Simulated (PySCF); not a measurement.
# Sm⁴⁸⁺ (samarium, charge +48): Hartree-Fock from Schrödinger to Dirac-Coulomb-Breit

Occupied: 1s1/2, 2s1/2, 2p1/2, 2p3/2, 3s1/2, 3p1/2. Hartree-Fock calculated with PySCF 2.14 in an uncontracted even-tempered set (20 s from 5.3 bohr⁻², ratio 2.3; 16 p from 6.4 bohr⁻², ratio 2.3), Gaussian nucleus throughout. NR is non-relativistic, sf-X2C the spin-free one-electron X2C Hamiltonian, X2C adds the bare one-electron spin-orbit term, X2C-SNSO screens it by Boettger's factors, DC is four-component Dirac-Coulomb, and the Gaunt and Breit terms are added at first order (total energies over the DC spinors, levels after relaxing the spinors in that mean field). QED terms are absent. Levels marked empty are virtual spinors of this ion; the basis has s and p functions only, so 3d, which can lie below the n = 4 levels, is absent.

```
Hamiltonian  E (hartree)  E − E(DC) (hartree)  CPU seconds
        X2C   -8159.6424               2.3414         0.58
   X2C-SNSO   -8158.9963               2.9875         0.58
         DC   -8161.9838               0.0000           31
   DC+Gaunt   -8153.2884               8.6954           52
   DC+Breit   -8154.0793               7.9046          150
```

| level (eV) | X2C | X2C-SNSO | DC | DC+Gaunt | DC+Breit |
| --- | --- | --- | --- | --- | --- |
| 1s1/2 | -50388.7 | -50389.5 | -50436.7 | -50299.4 | -50308.8 |
| 2s1/2 | -10964.1 | -10964.5 | -10970.6 | -10956.3 | -10957.3 |
| 2p1/2 | -10600.3 | -10584.1 | -10587.2 | -10562.7 | -10565.2 |
| 2p3/2 | -9941.7 | -9947.9 | -9952.4 | -9935.8 | -9938.2 |
| 3s1/2 | -4358.5 | -4358.6 | -4360.1 | -4356.6 | -4357.0 |
| 3p1/2 | -4234.5 | -4230.4 | -4231.2 | -4225.0 | -4225.8 |
| 3p3/2 (empty) | -3971.6 | -3973.2 | -3974.2 | -3970.2 | -3971.0 |
| 4s1/2 (empty) | -2262.5 | -2262.5 | -2263.1 | -2261.7 | -2261.9 |

| interval (eV) | X2C | X2C-SNSO | DC | DC+Gaunt | DC+Breit |
| --- | --- | --- | --- | --- | --- |
| 2p3/2 − 2p1/2 | 658.6 | 636.2 | 634.8 | 626.9 | 627.0 |

Weight of the small component: 1s1/2 0.0532, 2s1/2 0.0120, 2p1/2 0.0120, 2p3/2 0.0112, 3s1/2 0.00457, 3p1/2 0.00451, 3p3/2 0.00427, 4s1/2 0.00228.

Koopmans' value for the highest occupied level at DC+Breit: 4225.8 eV, against an ionisation energy of 4227 ± 4 eV (theoretical estimate listed by NIST; NIST Atomic Spectra Database, ionization energies); the former lacks relaxation, correlation, QED and recoil.

The whole ladder took 240 s of wall time on 1 thread of Neoverse-N1 (shared host), launched as `OMP_NUM_THREADS=1 python relrun2.py TASK.json OUT` (a driver that calls PySCF for each Hamiltonian).

Dirac-Coulomb iterations, started from the X2C spinors:

```
with_ssss True, with_gaunt False, with_breit False
light speed = 137.03599967994
init E= -8124.52010637108
cycle= 1 E= -8161.98281045636  delta_E= -37.5  |g|= 1.94  |ddm|= 0.134
cycle= 2 E= -8161.98383757872  delta_E= -0.00103  |g|= 0.0278  |ddm|= 0.0106
cycle= 3 E= -8161.98383900259  delta_E= -1.42e-06  |g|= 0.00102  |ddm|= 0.000591
cycle= 4 E= -8161.98383900463  delta_E= -2.04e-09  |g|= 4.97e-06  |ddm|= 1.8e-05
```
